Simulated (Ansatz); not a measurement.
Consider the hydrogenolysis of a C–F bond: `N[SiH](F)/N=C/F` + H₂ → `C=N[SiH](N)F` + H–F.

Gas-phase electronic energies from Ansatz, PBE0-D4/def2-TZVP geometries. CBS: MP2 limit from def2 TZ/QZ plus the TZ coupled-cluster correction, frozen cores. This one scheme is used for every species. Functionals use def2-TZVPP. Each species was taken in one conformer, which may not be the lowest.

`N[SiH](F)/N=C/F`:

Z-matrix (Å, degrees):
```
Si
F 1 1.606
N 1 1.722 2 109.5
N 1 1.686 2 112.9 3 -118.6
H 1 1.474 2 104.5 3 118.9
C 3 1.235 1 125.6 2 4.8
H 4 1.005 1 121.9 2 101.7
H 4 1.005 1 123.7 2 -64.4
F 6 1.335 3 121.2 1 179.3
H 6 1.094 3 129.5 1 -0.8
```

H₂:

```xyz
2

H     0.237   -0.162   -0.238
H    -0.237    0.162    0.238
```

`C=N[SiH](N)F`:

Z-matrix (Å, degrees):
```
Si
N 1 1.729
F 1 1.608 2 110.4
N 1 1.689 2 106.5 3 122.5
H 1 1.476 2 110.7 3 -115.1
C 2 1.258 1 124.5 3 4.3
H 4 1.005 1 121.7 2 -18.0
H 4 1.005 1 123.7 2 177.2
H 6 1.097 2 120.2 1 179.2
H 6 1.100 2 124.2 1 -0.8
```

H–F:

Z-matrix (Å, degrees):
```
F
H 1 0.920
```

```json
{"species": "`N[SiH](F)/N=C/F`", "PBE energy (Eh)": "-638.95863"}
{"species": "H₂", "PBE energy (Eh)": "-1.16614"}
{"species": "`C=N[SiH](N)F`", "PBE energy (Eh)": "-539.73821"}
{"species": "H–F", "PBE energy (Eh)": "-100.39340"}
```

Q: Work out ΔE.

A: ΔE = (-539.73821) + (-100.39340) − (-638.95863) − (-1.16614) = -0.00684 Eh = -4.3 kcal/mol. CCSD(T)/CBS gives -9.6 kcal/mol.

Largest T1 diagnostic among the species: 0.013.

From BLYP to BHLYP (50 % exact exchange), in def2-TZVPP and without D4, ΔE moves by −3.0 kcal/mol. Leaving LDA and LC-ωPBE aside and taking each functional with its dispersion term where it has one, the values, not all of them listed here, spread over 4.2 kcal/mol, from PBE-QIDH to r2SCAN-D4. LDA lies +2.1 kcal/mol from PBE without D4. At CCSD(T), def2-SVP lies +3.8 kcal/mol from the extrapolated value and def2-TZVPP +1.0 kcal/mol.
